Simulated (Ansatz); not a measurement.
Input and output for CF3NOTi (`O=C=[N][Ti]([F])([F])[F]`).

```yaml
crystal:
  periodic: [false, false, false]
  atoms:
    - {symbol: O, position_ang: [0.487640, 3.012012, 0.816659]}
    - {symbol: C, position_ang: [0.310659, 1.908464, 0.510008]}
    - {symbol: N, position_ang: [0.126400, 0.761556, 0.190360]}
    - {symbol: Ti, position_ang: [-0.150756, -1.019021, -0.280158]}
    - {symbol: F, position_ang: [-1.375139, -1.710210, 0.746390]}
    - {symbol: F, position_ang: [1.332267, -1.910628, -0.089562]}
    - {symbol: F, position_ang: [-0.669772, -1.110073, -1.939396]}
basis:
  gaussian: {orbitals: cc-pVTZ, final_grid: {core_spheres: 20, valence_spheres: 16, degree: 47}}
hamiltonian: {xc: {name: B2PLYP}}
output: {forces: true}
```

```sh
$ ansatz run in.yaml --threads 4 --pin off --events-out ev --progress --plain --max-ram 11315MiB
```

It prints (some lines left out):

```
Functional definition: B2PLYP
1655 factors; integrals over basis functions are off by at most 1.1e-3 eV
mean field evaluation 1: about -35814.0010 eV, gradient 8.3e1 eV
mean field evaluation 2: about -35814.3049 eV, gradient 8.3e1 eV
mean field evaluation 4: about -35823.5807 eV, gradient 3.2e1 eV
mean field evaluation 8: about -35825.2186 eV, gradient 9.1e-1 eV
mean field evaluation 16: about -35825.2404 eV, gradient 1.9e-3 eV
mean field -35825.24043633 eV, -1316.5533028151 hartree, gradient 6.3e-6 eV, S^2 0.000000; 0 other end points of the search recorded, 0 dependent functions left out
11 core orbitals not correlated: weight in the atoms' cores, before any rotation towards them, 1.000 or more for the frozen orbitals, at most 0.000 for the correlated occupied ones
reference -35825.24062558 eV, -1316.5533097699 hartree; 24, 24 occupied and 213, 213 virtual orbitals, 1655 factors
second order -59.06149814 eV of doubles, -0.00000000 eV of singles
Total energy: -35841.18723008 eV, -1317.1393366762 hartree
Atom 0 at     0.487640     3.012012     0.816659 Å, force     0.127397     0.795598     0.220539 eV/Å
Atom 1 at     0.310659     1.908464     0.510008 Å, force    -0.032907    -0.202724    -0.057514 eV/Å
Atom 2 at     0.126400     0.761556     0.190360 Å, force    -0.043071    -0.265542    -0.074906 eV/Å
Atom 3 at    -0.150756    -1.019021    -0.280158 Å, force     0.019705     0.129740     0.032414 eV/Å
Atom 4 at    -1.375139    -1.710210     0.746390 Å, force    -0.313473    -0.186336     0.258849 eV/Å
Atom 5 at     1.332267    -1.910628    -0.089562 Å, force     0.376151    -0.237480     0.045905 eV/Å
Atom 6 at    -0.669772    -1.110073    -1.939396 Å, force    -0.133802    -0.033256    -0.425287 eV/Å
Dipole moment:     0.000542     0.004494     0.000811 e Å
```

Hardware: 4 threads of an Arm Neoverse V1 on a shared host. Wall time 36 s, peak host memory 0.9 GiB.
